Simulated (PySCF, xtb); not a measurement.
Se(F)(SeH) (FHSe2), SMILES F[Se][SeH]. One conformer was computed; it need not be the lowest.

Harmonic wavenumbers (cm⁻¹) from GFN2-xTB in xtb 6.7.1 at its own minimum, in rising order: 151, 234, 318, 452, 663, 1886.

Q: What does B3LYP-D3(BJ)/def2-TZVP run with PySCF 2.14.0 give at its own minimum? (Estimate from the structure and the level; the computed values follow.)

A: 178, 299, 371, 608, 747, 2340. Paired by order, the mean absolute difference is 140 cm⁻¹ and the zero-point energies are 5.3 and 6.5 kcal/mol.
